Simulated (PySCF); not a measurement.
**Orbital picture of BePb**

ωB97X at R = 2.418 Å; PySCF, scalar-relativistic core potentials, basis sets Be aug-cc-pVDZ, Pb aug-cc-pVDZ-PP with ECP60. State: ³Σ⁻ (triplet), unpaired electrons π ↑↑. Only the outer orbitals are listed, counted within each symmetry, core potentials removing the inner ones.

| spin | orbital | occ. | ε (eV) | on Be (%) | main shells (%) |
| --- | --- | --- | --- | --- | --- |
| α | 5σ | 1 | -16.49 | 19 | 81 Pb s, 13 Be s |
| α | 6σ | 1 | -9.12 | 65 | 66 Be s, 25 Pb p, 9 Pb s |
| α | 3π | 1 | -6.64 | 24 | 75 Pb p, 22 Be p |
| α | 3π | 1 | -6.64 | 24 | 75 Pb p, 22 Be p |
| α | 7σ | 0 | -1.10 | 77 | 38 Be s, 38 Be p, 25 Pb p |
| α | 4π | 0 | 0.60 | 105 | 104 Be p |
| α | 4π | 0 | 0.60 | 105 | 104 Be p |
| β | 5σ | 1 | -15.13 | 24 | 77 Pb s, 16 Be s |
| β | 6σ | 1 | -8.53 | 69 | 69 Be s, 24 Pb p |
| β | 3π | 0 | -1.07 | 30 | 69 Pb p, 29 Be p |
| β | 3π | 0 | -1.07 | 30 | 69 Pb p, 29 Be p |
| β | 7σ | 0 | -1.06 | 68 | 38 Be p, 34 Pb p, 29 Be s |

Question: Which are the highest filled and the lowest empty level, where do they sit, and how wide is the gap?

Answer: Highest filled α 3π at -6.64 eV (in %: 75 Pb p, 22 Be p); lowest empty α 7σ at -1.10 eV (in %: 38 Be s, 38 Be p, 25 Pb p); the gap at ωB97X is 5.54 eV.

```
bond order (Mayer)                               : 1.46
⟨S²⟩                                             : 2.010
charge on Be (Mulliken, basis-dependent)         : -0.23
charge on Be (Löwdin, basis-dependent)           : -0.04
dipole moment (positive dipole means Be(−)Pb(+)) : -1.11 D
```

Shares are Mulliken populations and can fall outside 0 to 100 %.

Spin–orbit coupling is left out, which matters for elements this heavy, above all for dissociation energies. The state was picked by a PBE0 search and need not be the measured ground state.
